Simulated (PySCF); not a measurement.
Geometry:
```tsv
atom	x (Å)	y (Å)	z (Å)
C1	2.565	1.312	1.364
Si2	1.526	0.205	0.273
C3	1.605	0.783	-1.507
C4	2.044	-1.591	0.413
O5	-0.051	0.389	0.865
C6	-1.046	-0.568	0.693
C7	-2.417	0.053	1.012
C8	-3.177	-0.012	-0.317
C9	-2.047	-0.195	-1.321
O10	-1.116	-1.011	-0.640
H11	2.177	2.343	1.350
H12	2.551	0.962	2.408
H13	3.613	1.338	1.026
H14	1.203	1.804	-1.604
H15	1.014	0.117	-2.153
H16	2.643	0.792	-1.877
H17	1.398	-2.226	-0.213
H18	1.982	-1.949	1.453
H19	3.084	-1.722	0.074
H20	-0.818	-1.463	1.300
H21	-2.932	-0.483	1.821
H22	-2.247	1.087	1.343
H23	-3.843	-0.889	-0.344
H24	-3.787	0.881	-0.514
H25	-2.343	-0.709	-2.247
H26	-1.592	0.776	-1.592
```

Geometry: PBE0-D3(BJ)/def2-SVP; GIAO shifts from PySCF, gas phase, non-relativistic, averaged over equivalent atoms.

At HF/pcSseg-1 (257 basis functions, 47 s wall time on 1 thread of an x86-64 server CPU, shared host):
```
                              atoms  δ (ppm)
                                 C6     88.4
                                 C9     59.5
                                 C7     33.9
                                 C8     25.1
                           C1/C3/C4      0.2
                                Si2     16.2
                                O10     83.6
                                 O5     76.6
                                H20     4.71
                                H25     3.53
                                H26     3.21
                                H21     1.94
                                H22     1.71
                                H24     1.53
                                H23     1.46
H11/H12/H13/H14/H15/H16/H17/H18/H19     0.14
```

Chemical shifts δ = σref − σ; $^{13}$C (σ = 190.85 ppm) and $^{29}$Si (σ = 393.43 ppm) and $^{1}$H (σ = 31.69 ppm) against TMS; H2O for $^{17}$O (σ = 333.31 ppm), all at this level.

**Question.** Estimate the result of repeating the calculation with PBE0/pcSseg-1.

**Answer.** 
```csv
atoms,δ at PBE0/pcSseg-1,change
C6,101.6,+13.2
C9,67.0,+7.5
C7,37.9,+4.0
C8,28.7,+3.6
C1/C3/C4,0.3,+0.1
Si2,22.2,+6.0
O10,123.1,+39.5
O5,111.6,+35.0
H20,5.42,+0.71
H25,3.71,+0.18
H26,3.64,+0.43
H21,2.07,+0.13
H22,1.78,+0.07
H24,1.72,+0.19
H23,1.58,+0.12
H11/H12/H13/H14/H15/H16/H17/H18/H19,0.16,+0.02
```

Chemical shifts δ = σref − σ; $^{13}$C (184.41 ppm) and $^{29}$Si (351.99 ppm) and $^{1}$H (31.27 ppm) against TMS; $^{17}$O (334.56 ppm) vs H2O, all at this level.

The largest change is at O10 (ether oxygen). Cost: 257 basis functions, 94 s wall time on 1 thread of an x86-64 server CPU, shared host. The order of the carbon signals is the same at both levels.

Experimental scales use liquid or dissolved standards, which lie at an offset from isolated H2O (liquid H2O: subtract about 36 ppm).
